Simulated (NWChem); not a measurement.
Everything below was run with NWChem. System: H3FSi, charge 0, spin multiplicity 1, at a geometry optimised with PBE0/def2-SVP. The structure started from a generated list of species. Level: CR-EOMCCSD(T)/def2-SVPD, 6 core orbitals frozen.

Part of the output:

```
             Northwest Computational Chemistry Package (NWChem) 7.3.0
             --------------------------------------------------------

                                NWChem Input Module
                                -------------------

 Scaling coordinates for geometry "geometry" by  1.889725989
 (inverse scale =  0.529177249)

 Turning off AUTOSYM since
 SYMMETRY directive was detected!

                             Geometry "geometry" -> ""
                             -------------------------

 Output coordinates in angstroms (scale by  1.889725989 to convert to a.u.)

  No.       Tag          Charge          X              Y              Z
 ---- ---------------- ---------- -------------- -------------- --------------
    1 Si                  14.0000     0.49402200    -0.11690900     0.00000000
    2 F                    9.0000    -1.08686300     0.25719900     0.00000000
    3 H                    1.0000     0.79264500    -0.91277900     1.22237100
    4 H                    1.0000     0.79264500    -0.91277900    -1.22237100
    5 H                    1.0000     1.28017800     1.14749900     0.00000000

 Effective nuclear repulsion energy (a.u.)      62.2696871788

            Nuclear Dipole moment (a.u.)
            ----------------------------
        X                 Y               Z
 ---------------- ---------------- ----------------
     0.0000170075     0.0000113384     0.0000000000

      Symmetry information
      --------------------

 Group name             Cs
 Group number              2
 Group order               2
 No. of unique centers     4

      Symmetry unique atoms

     1    2    3    5


 Summary of "ao basis" -> "" (spherical)
 ------------------------------------------------------------------------------
       Tag                 Description            Shells   Functions and Types
 ---------------- ------------------------------  ------  ---------------------
 *                         def2-svpd                  on all atoms

 Summary of "ao basis" -> "ao basis" (spherical)
 ------------------------------------------------------------------------------
       Tag                 Description            Shells   Functions and Types
 ---------------- ------------------------------  ------  ---------------------
 Si                        def2-svpd                10       24   5s3p2d
 F                         def2-svpd                 9       23   4s3p2d
 H                         def2-svpd                 4        8   2s2p
[...]
   0.0571701854084   0.3733724065244   10.15998     0.2     0.2

 Iteration   4 using    8 trial vectors
   0.0408005558614   0.3150121836623    8.57192
   0.0401103780589   0.3693667554521   10.05099     0.2     0.2

 Iteration   5 using   10 trial vectors
   0.0190407919631   0.3135925515982    8.53329
   0.0261611036490   0.3674252577599    9.99815     0.2     0.2

 Iteration   6 using   12 trial vectors
   0.0121985700111   0.3130251598588    8.51785
   0.0156921550798   0.3666510846529    9.97709     0.2     0.2

 Iteration   7 using   14 trial vectors
   0.0072910369324   0.3128898403172    8.51417
   0.0084612631138   0.3664425216127    9.97141     0.3     0.3

 Iteration   8 using   16 trial vectors
   0.0043859258885   0.3129211887731    8.51502
   0.0046538924289   0.3664641430718    9.97200     0.3     0.3

 Iteration   9 using   18 trial vectors
   0.0019246976787   0.3129214467595    8.51503
   0.0023591991870   0.3664635181274    9.97198     0.3     0.3

 Iteration  10 using   20 trial vectors
   0.0008635566634   0.3129230868019    8.51507
   0.0015453601841   0.3664500123232    9.97162     0.3     0.3

 Iteration  11 using   22 trial vectors
   0.0004828816377   0.3129222114965    8.51505
   0.0009223241472   0.3664462927978    9.97152     0.3     0.3

 Iteration  12 using   24 trial vectors
   0.0003387490987   0.3129216118544    8.51503
   0.0004444586454   0.3664452671204    9.97149     0.3     0.3

 Iteration  13 using   26 trial vectors
   0.0002338951833   0.3129227593194    8.51507
   0.0002298085879   0.3664450596452    9.97148     0.3     0.3

 Iteration  14 using   28 trial vectors
   0.0001294151433   0.3129223755715    8.51505
   0.0001275738783   0.3664442107582    9.97146     0.3     0.3

 Iteration  15 using   30 trial vectors
   0.0000658693794   0.3129221656757    8.51505
   0.0000733877440   0.3664437560317    9.97145     0.3     0.3

 Iteration  16 using   32 trial vectors
   0.0000358199399   0.3129222941472    8.51505
   0.0000408091556   0.3664441064160    9.97146     0.3     0.3

 Iteration  17 using   34 trial vectors
   0.0000189144647   0.3129222663129    8.51505
   0.0000190220037   0.3664441492814    9.97146     0.3     0.3

 Iteration  18 using   36 trial vectors
   0.0000088992854   0.3129222497710    8.51505
   0.0000090029013   0.3664440822907    9.97146     0.3     0.3
 --------------------------------------------------------------
 Iterations converged
 ------------------

 Excited state root  1
 Excitation energy / hartree =        0.312922249771009
                   / eV      =        8.515051287022061
 largest EOMCCSD amplitudes: R1 and R2

 Singles contributions
    14a'  (alpha) ---    12a"  (alpha)       -0.3279603242
    15a'  (alpha) ---     9a"  (alpha)        0.1077534296
    15a'  (alpha) ---    12a"  (alpha)        0.8352053874
    26a'  (alpha) ---    12a"  (alpha)       -0.1668604805

 Doubles contributions
 ------------------

 Excited state root  2
 Excitation energy / hartree =        0.366444082290728
                   / eV      =        9.971455071713990
 largest EOMCCSD amplitudes: R1 and R2

 Singles contributions
    14a'  (alpha) ---    12a"  (alpha)        0.8287459181
    15a'  (alpha) ---    12a"  (alpha)        0.3217124630
    18a'  (alpha) ---    12a"  (alpha)       -0.1762777355
    23a'  (alpha) ---    12a"  (alpha)       -0.1582612243

 Doubles contributions
======= CR-EOMCCSD(T) calculation ======
corresponding R0 value =     0.000000

CR-EOMCCSD(T) Intermediates cpu wall time             0.3            0.3
 creom_N i2_1 nr of boxes                    33
 creom_N i2_2 nr of boxes                    72
 creom_N i2_3 nr of boxes                    33
 creom_N i2_4 nr of boxes                    72

CR-EOMCCSD(T) triples loop cpu wall             3.3            3.3

 CR-EOMCCSD(T)  total energy / hartree       =      -390.023495115707476
 CR-EOMCCSD(T)  excitation energy (eV)       =      8.43508

======= CR-EOMCCSD(T) calculation ======
corresponding R0 value =     0.000000

CR-EOMCCSD(T) Intermediates cpu wall time             0.4            0.4
 creom_N i2_1 nr of boxes                    33
 creom_N i2_2 nr of boxes                    72
 creom_N i2_3 nr of boxes                    33
 creom_N i2_4 nr of boxes                    72

CR-EOMCCSD(T) triples loop cpu wall             3.3            3.3

 CR-EOMCCSD(T)  total energy / hartree       =      -389.968712245730671
 CR-EOMCCSD(T)  excitation energy (eV)       =      9.92580

 Task  times  cpu:       32.5s     wall:       32.5s

 Total times  cpu:       32.5s     wall:       32.5s
```

Q: Write an NWChem input that would produce this output.

A: This is not unique; one that fits is 
```
start mol
memory heap 100 mb stack 700 mb global 1900 mb
geometry units angstroms nocenter noautoz
  Si     0.494022    -0.116909     0.000000
  F     -1.086863     0.257199     0.000000
  H      0.792645    -0.912779     1.222371
  H      0.792645    -0.912779    -1.222371
  H      1.280178     1.147499     0.000000
  symmetry group Cs
end
basis spherical
  * library def2-svpd
end
scf
  rhf
  nopen 0
  maxiter 100
  thresh 1e-7
  semidirect memsize 60000000 filesize 0
end
tce
  freeze core 6
  creomsd(t)
  nroots 2
  2eorb
  2emet 13
  thresh 1e-5
  maxiter 200
  tilesize 24
end
task tce energy
```
